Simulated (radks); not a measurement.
Values are calculated unless marked as measured or tabulated.
Problem. Radial electron density D(r) = 4 pi r^2 rho(r) of an atom or ion with 63 electrons. Code: a radial shooting solver on a logarithmic mesh with Libxc functionals. Model: scalar-relativistic Kohn-Sham, r2SCAN, spin-unpolarised, spherical densities, finite nucleus; meta-GGA in the generalised Kohn-Sham scheme; Fermi nuclear charge, rms radius of each element as measured or else 0.836 A^(1/3) + 0.57 fm.

r (bohr)  D(r) (e/bohr)
0.001622          8.956
0.001934          11.75
0.002324          15.47
0.002794          20.16
0.003332          25.68
0.004005          32.60
0.004814          40.68
0.00574           49.32
0.0069            58.88
0.008228          67.89
0.00989           76.23
0.01189           82.37
0.01418           85.26
0.01704           84.77
0.02048           81.38
0.02442           77.35
0.02936           75.41
0.03529           78.86
0.04208           88.15
0.05058           101.4
0.06079           111.7
0.07249           112.7
0.08714           103.2
0.1047            90.17
0.1249            84.88
0.1501            91.26
0.1805            99.92
0.2152            95.34
0.2587            73.57
0.3084            50.58
0.3707            41.39
0.4456            46.59
0.5314            49.85
0.6387            42.03
0.7678            28.34
0.9155            18.29
1.1               13.25
1.323             10.62
1.577             7.888
1.896             4.764
2.279             2.314
2.718            0.9736
3.267            0.3594
3.926            0.1381
4.682           0.06333
5.628           0.03067
6.765           0.01007
8.067         0.0002316
9.696           0.01109
11.56           0.03089
13.9            0.02608
16.71          0.001073
19.92           0.01801
23.94           0.06375
28.78           0.05962
34.32           0.01681
41.25          0.001199

What is the nuclear charge?

Solution. Z = 64. The innermost maximum, from 1s, lies near gamma/Z bohr with gamma = sqrt(1 - (Z/c)^2) = 0.884, here 0.0138 bohr (found: 0.0151), and its height grows with Z. The density is that of the gadolinium ion Gd+ in [Xe] 4f7 5d1 7f1; the configuration itself is not fixed sharply by these data, and Z only to a few units. D(r) has 6 maxima, at r = 0.0151, 0.0675, 0.188, 0.519, 12.5, 25.9 bohr, and minima at 0.0291, 0.124, 0.371 bohr, inside which lie 1.95, 11.15, 29.30 electrons.
